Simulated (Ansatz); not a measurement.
Diatomic CsW, multiplicity 6 (lowest of 2S+1 = 2, 4, 6, 8 at CCSD(T)/def2-TZVPP on PBE0 minima; our sources give no spin for the ground state, which may be another). No spin–orbit coupling. The T1 diagnostic near the minimum is 0.093, so single-reference values are doubtful.

Constants: fifth-degree fit in 1/R to seven points, most abundant isotopes. Runs in def2 and cc sets follow the lowest solution found near the PBE0 minimum.

The values were computed with Ansatz (a program for electronic structure). Values without a source in brackets are computed. In def2 rows elements past Kr take small-core potentials, without spin–orbit coupling.

Question: What bond length and harmonic frequency does PBE/def2-TZVPP give?

Answer: r_e = 3.414 Å, ω_e = 74 cm⁻¹.

Question: What bond length and harmonic frequency does r2SCAN/def2-TZVPP give?

Answer: r_e = 3.471 Å, ω_e = 63 cm⁻¹.

Question: What bond length and harmonic frequency does BHLYP/def2-TZVPP give?

Answer: r_e = 3.485 Å, ω_e = 73 cm⁻¹.

Doubts at one or more of the structures used: a spin-contaminated determinant (r2SCAN/def2-TZVPP).
